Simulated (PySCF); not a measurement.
## Structure revision by computed shifts

A compound C$_{6}$H$_{14}$Si$_{2}$ gives the data below (simulated from a calculation) and was assigned the structure `CC(C)(C)[SiH2]C#C[SiH3]`.

13C{1H} NMR (computed): δ 4.6 (CH2, 6C).

1H NMR (400 MHz, computed): δ 3.98 (m, 2H), 0.90 (m, 12H).

Computed data (PySCF 2.14.0 with density-fitted response routines): geometry from PBE0-D3(BJ)/def2-SVP, NMR shieldings at PBE0/pcSseg-1/GIAO. Non-relativistic Hamiltonian, no solvent model, rapidly exchanging positions averaged, one computed conformer.

Chemical shifts δ = σref − σ; 1H (σref 31.27), 13C (σref 184.41) against TMS, all at this level.

**Question.** Compare with the shifts computed for the proposed structure, pairing carbons in order of shift.

**Answer.** Atom-mapped SMILES (the numbers label the heavy atoms): `[CH3:1][C:2]([CH3:3])([CH3:4])[SiH2:5][C:6]#[C:7][SiH3:8]`. Each H is labelled by its parent atom.

| atom | computed for proposal | given list | difference |
| --- | --- | --- | --- |
| C6 | 120.6 | 4.6 | +116.0 |
| C7 | 112.9 | 4.6 | +108.3 |
| C1 | 27.8 | 4.6 | +23.2 |
| C3 | 27.8 | 4.6 | +23.2 |
| C4 | 27.8 | 4.6 | +23.2 |
| C2 | 18.2 | 4.6 | +13.6 |

The rms difference is 67.1 ppm and the largest +116.0 ppm at C6 (alkyne carbon). The proposal also would give 4 carbon signals, not 1. The carbon types in order of shift don't match either: C, C, CH3, CH3, CH3, C for the proposal against CH2, CH2, CH2, CH2, CH2, CH2 in the data. The proposal doesn't fit.

**Question.** Which isomer fits?

**Answer.** SMILES C1C[SiH]2CC[SiH]1CC2.

- Carbon types of the structure: 6 × CH2, leaving 2 H on heteroatoms.
- δC 4.6: sp3 CH2 bonded to Si; an electropositive neighbour leaves it electron-rich and shielded.
- δH 3.98: hydrogen on a silicon bonded to 3 C, in a 6-membered ring.
- δH 0.90: hydrogen on an sp3 CH2 bonded to Si; an electropositive neighbour shields it, as in TMS itself.

The data come from this structure; uniqueness wasn't tested.

Shifts are as computed. Against solution values, carbons near 30 ppm lie about +2 ppm off and those near 130 ppm about +5 ppm. Of 1211 compounds with measured shifts, 218 miss one by over three times the rms of a fit or turn the order of signals round; such compounds aren't used in these exercises. Multiplicities follow the n + 1 count of equivalent neighbours, as no J values were calculated; m marks all less simple cases, F and P coupling included.
